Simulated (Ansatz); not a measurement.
# Ligand exchange: SiH3(SiH3) + GeH(GeH3)(OH)2 → SiH2(OH)(SiH3) + GeH2(GeH3)(OH)

Species: SiH3(SiH3) (disilane), singlet; GeH(GeH3)(OH)2, singlet; SiH2(OH)(SiH3) (disilanol), singlet; GeH2(GeH3)(OH), singlet. The partners trade H for OH: Si–H and Ge–OH bonds give way to Si–OH and Ge–H.

Shapes, held fixed at every level: PBE0-D4/def2-TZVP. Flexible molecules stand in one conformer, not always the lowest. Programs: Ansatz 0.2.0. Electronic energies: no zero-point or thermal term.

```
               level                    kind  ΔE (kJ/mol)  less CCSD(T)/def2-TZVPP
r2SCAN-D4/def2-TZVPP                meta-GGA        -34.9                     -4.0
 B3LYP-D4/def2-TZVPP           global hybrid        -35.0                     -4.1
  PBE0-D4/def2-TZVPP           global hybrid        -34.1                     -3.2
  wB97X-V/def2-TZVPP  range-separated hybrid        -32.2                     -1.3
   B2PLYP/def2-TZVPP           double hybrid        -34.2                     -3.3
      MP2/def2-TZVPP     perturbation theory        -31.8                     -0.9
     CCSD/def2-TZVPP   coupled cluster or CI        -32.4                     -1.5
  CCSD(T)/def2-TZVPP   coupled cluster or CI        -30.9                      0.0
```

The highest level, CCSD(T)/def2-TZVPP, gives ΔE = -30.9 kJ/mol; the levels span -35.0 to -30.9. The column of differences is taken from that level and isn't an error. No measured value is set beside it here. Relativity is left out for Ge. Outer-core shells of Ge are correlated, in sets that cover them unevenly.
